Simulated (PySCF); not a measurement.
Al(Cl)2(SeH) (AlCl₂HSe), SMILES [SeH][Al]([Cl])[Cl].

The structure is a stationary point at B3LYP-D3(BJ)/def2-SVP. One conformer was computed; it need not be the lowest.

Calculation: PBE/def2-TZVP (PySCF).

Symmetry labels are those of the subgroup Cs that the program uses (full group Cs).

Problem. List the valence orbital energies around the gap with their symmetry. (Estimate from the structure and the level; the computed values follow.)

Solution. 
```json
[
 {"orbital": "HOMO−7", "symmetry": "A'", "energy (eV)": "-10.17"},
 {"orbital": "HOMO−6", "symmetry": "A'", "energy (eV)": "-9.49"},
 {"orbital": "HOMO−5", "symmetry": "A'", "energy (eV)": "-8.80"},
 {"orbital": "HOMO−4", "symmetry": "A\"", "energy (eV)": "-8.63"},
 {"orbital": "HOMO−3", "symmetry": "A\"", "energy (eV)": "-8.22"},
 {"orbital": "HOMO−2", "symmetry": "A'", "energy (eV)": "-8.00"},
 {"orbital": "HOMO−1", "symmetry": "A'", "energy (eV)": "-7.84"},
 {"orbital": "HOMO", "symmetry": "A\"", "energy (eV)": "-6.69"},
 {"orbital": "LUMO", "symmetry": "A'", "energy (eV)": "-2.03"},
 {"orbital": "LUMO+1", "symmetry": "A\"", "energy (eV)": "-1.83"},
 {"orbital": "LUMO+2", "symmetry": "A'", "energy (eV)": "-1.18"},
 {"orbital": "LUMO+3", "symmetry": "A'", "energy (eV)": "0.40"}
]
```
